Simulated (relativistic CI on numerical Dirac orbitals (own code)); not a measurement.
Ti+ in a cubic cluster: 1s photoemission with charge transfer

Computed with a charge-transfer multiplet model of a cubic metal-ligand cluster with up to 2 ligand holes, Slater and spin-orbit integrals from Dirac-Coulomb-Breit ions, Slater integrals scaled by 0.8. The ground state mixes d3 with configurations of k ligand holes L, whose averages lie at kΔ + k(k − 1)U_dd/2; a core hole lowers each added d electron by U_cd. 20 K, Lorentzian 1.1 eV and Gaussian 0.6 eV FWHM.

Atomic integrals in eV (Slater integrals scaled, ζ unscaled), ground: F2dd 5.409, F4dd 3.320, zeta_d 0.009; with the core hole: F2dd 7.209, F4dd 4.482, zeta_d 0.020, G2cd 0.028.

Cluster parameters (eV): U_dd = 5.9, U_cd = 6.7, 10Dq = 0.75, 10Dq(ligand) = 0.9, V(eg) = 2.1, V(t2g) = -0.94, final-state hopping factor = 0.9.

| Case | n_d | d3 | d4L | d5L2 | S |
| --- | --- | --- | --- | --- | --- |
| Δ = 4 eV | 3.46 | 0.58 | 0.38 | 0.04 | 1.50 |
| Δ = 6 eV | 3.32 | 0.70 | 0.28 | 0.02 | 1.50 |
| Δ = 7 eV | 3.27 | 0.74 | 0.24 | 0.02 | 1.50 |

Weights, n_d and S are thermal averages at 20 K. Binding energies count from the first peak over 30 % of the highest in each spectrum, which can be another peak from case to case. The parameters are a model scan and need not match a compound or its usual spin state. Peaks in eV (height, largest 100):
- Δ = 4 eV: 0.0 (100), 3.5 (10), 8.6 (21)
- Δ = 6 eV: 0.0 (100), 4.0 (9), 7.6 (23)
- Δ = 7 eV: 0.0 (100), 4.3 (8), 7.5 (20)

For the case Δ = 7 eV, Δ = 7 eV is larger than U_dd = 5.9 eV, the Mott-Hubbard side of the Zaanen-Sawatzky-Allen scheme. With the core hole the configuration with one ligand hole lies at Δ − U_cd = -2.7, -0.7, 0.3 eV from the one without, in the order of the table; where this is negative the screened configuration lies lower, though the effective hopping of about 3.9 eV (from the holes of the mixed ground state) mixes the two strongly wherever it is as large as the gap.
